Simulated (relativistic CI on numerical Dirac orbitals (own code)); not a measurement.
# Hyperfine structure of Mo2+, mass number 97

Computed by Dirac-Coulomb-Breit CI, orbitals from a KLI potential per configuration, model QED, valence Slater integrals scaled by 0.85, P86 correlation energy added to each configuration (own radial code, finite nucleus).

Configuration list (outside the closed core [Kr]): 4d⁴, 4d³5s, 4d³5p, 4d²5s², 4d³4f, 4d²5s5p, 4d³5d, 4d³6s, 4d³6p, 4d²4f², 4d³6d, 4d³5f, 4d³5g, 4d²5p², 4d³6f, 4d³6g. Levels of other configurations are missing.

Nuclear spin I = 5/2, μ = -0.9324 μN, Q = 0.255 b (tables of Stone and Pyykkö). The electronic factors are computed for point nuclear moments, without core polarisation; leaving it out makes A of s and p electrons in near-neutral atoms 20 to 40 % too small, and it can dominate for d and f shells.

```json
{"Level": "4d⁴ ⁵D1", "E (cm⁻¹)": "207.3", "A (MHz)": "-27.66", "B (MHz)": "49.6"}
{"Level": "4d⁴ ⁵D2", "E (cm⁻¹)": "583.2", "A (MHz)": "-44.83", "B (MHz)": "31.5"}
{"Level": "4d⁴ ⁵D3", "E (cm⁻¹)": "1086.1", "A (MHz)": "-65.95", "B (MHz)": "-35.4"}
{"Level": "4d⁴ ⁵D4", "E (cm⁻¹)": "1684.7", "A (MHz)": "-88.61", "B (MHz)": "-148"}
{"Level": "4d⁴ ³P1", "E (cm⁻¹)": "13161.1", "A (MHz)": "-71.99", "B (MHz)": "-7.78"}
{"Level": "4d⁴ ³H4", "E (cm⁻¹)": "13244.8", "A (MHz)": "-162.4", "B (MHz)": "74.3"}
{"Level": "4d⁴ ³H5", "E (cm⁻¹)": "13738.0", "A (MHz)": "-141.7", "B (MHz)": "80.6"}
{"Level": "4d⁴ ³H6", "E (cm⁻¹)": "14205.1", "A (MHz)": "-138.5", "B (MHz)": "72.3"}
```

Levels with J = 0, under 50 % of one LS term, or S terms without an open s electron are left out. Small factors come from cancelling terms and can be off by tens of per cent or more.

Correlation outside the listed configurations is missing or only estimated: errors of thousands of cm⁻¹ between configurations and terms are usual at this charge. Rates and lifetimes follow the computed energies and can be off by large factors. The fine structure of a lone outer electron comes out too small, for d and f at times inverted, and misplaced configurations move strength between like terms. 61 of the 67 excited levels that our extract of the measured tables holds in this range could be paired (the sources list more); they are missed by 2282 cm⁻¹ on average and 4519 at most, and levels without a partner can miss by more.

Question: Give the hyperfine levels of 4d⁴ ⁵D3 relative to its centre of gravity.

Answer: With K = F(F + 1) − I(I + 1) − J(J + 1), E = AK/2 + B[¾K(K + 1) − I(I + 1)J(J + 1)]/[2I(2I − 1)J(2J − 1)]: F = 1/2: 638.3, F = 3/2: 548.9, F = 5/2: 396.4, F = 7/2: 175.5, F = 9/2: -121.3, F = 11/2: -503.5 MHz.
